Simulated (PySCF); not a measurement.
C6H10, SMILES CC1=C[C@@H](C)C1. The structure is a stationary point at PBE-D3(BJ)/def2-SVP.

Give the equilibrium geometry at PBE-D3(BJ)/def2-SVP (PySCF confirms it by a frequency run) as a Z-matrix. (Estimate from the structure and the level; the computed values follow.)


```
C
C 1 1.3566
H 2 1.1028 1 133.17
C 1 1.4888 2 135.40 3 0.92
H 4 1.1079 1 111.68 2 -0.88
H 4 1.1117 5 108.20 1 122.70
H 4 1.1119 5 108.16 6 114.72
C 1 1.5215 2 93.59 3 -179.83
H 8 1.1121 1 115.53 2 115.00
H 8 1.1121 9 108.33 1 -131.91
C 2 1.5225 3 132.27 1 -179.97
H 11 1.1141 2 113.22 3 -68.27
C 11 1.5256 12 109.80 2 -133.91
H 13 1.1099 11 111.22 12 61.84
H 13 1.1101 14 107.55 11 122.26
H 13 1.1101 14 107.57 15 116.19
```
